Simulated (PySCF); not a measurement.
C₂H₄BN₃, SMILES C1C=NB(N=1)N.

Geometry: B3LYP-D3(BJ)/def2-SVP. This is a generated structure with no PubChem entry under its InChIKey; it may be hypothetical. The values are those of a single conformer.

Computed with TDA-B3LYP/def2-SVPD (PySCF).

Vertical excitations. Isolated molecule, no solvent. State labels are in the subgroup C2v.

Estimate the UV-visible absorptions. (The exact figures need the calculation; the answer reports its results.)


```csv
state,symmetry,energy (eV),λ (nm),f,main pairs
S1,A2,3.15,394,0.000,HOMO→LUMO 99 %
S2,B1,3.30,376,0.001,HOMO−1→LUMO 99 %
S3,B2,4.91,253,0.021,HOMO−2→LUMO 95 %
S4,A1,5.72,217,0.286,HOMO−3→LUMO 93 %
S5,B2,6.67,186,0.021,HOMO→LUMO+1 99 %
S6,A1,6.79,182,0.026,HOMO−1→LUMO+1 98 %
S7,A2,6.85,181,0.000,HOMO−4→LUMO 97 %
S8,B1,6.94,179,0.007,HOMO→LUMO+3 97 %
S9,A2,6.98,178,0.000,HOMO−1→LUMO+3 97 %
S10,B1,7.15,173,0.000,HOMO−6→LUMO 97 %
T1,A2,2.72,456,0,HOMO→LUMO 98 %
T2,B1,2.77,448,0,HOMO−1→LUMO 98 %
T3,B2,3.16,392,0,HOMO−2→LUMO 96 %
T4,A1,4.06,305,0,HOMO−3→LUMO 95 %
```
Triplets are in the Tamm–Dancoff approximation.
